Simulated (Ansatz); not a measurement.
CH$_{6}$OSSi (`OCS[SiH3]`), charge 0, multiplicity 1.

(1) Give a relaxed structure at PBE0-D4/def2-TZVP (the Gaussian-basis code of Ansatz). (Best estimate.)

Results:

(1) Computed: 
Z-matrix (Å, degrees):
```
C
S 1 1.838
O 1 1.389 2 114.6
H 1 1.096 2 108.3 3 126.8
H 1 1.089 2 105.2 3 -117.2
Si 2 2.125 1 98.7 3 -86.6
H 3 0.962 1 109.1 2 62.5
H 6 1.487 2 111.4 1 -64.8
H 6 1.482 2 107.2 1 174.2
H 6 1.491 2 110.7 1 54.8
```
This is one stationary point; other conformers may exist.
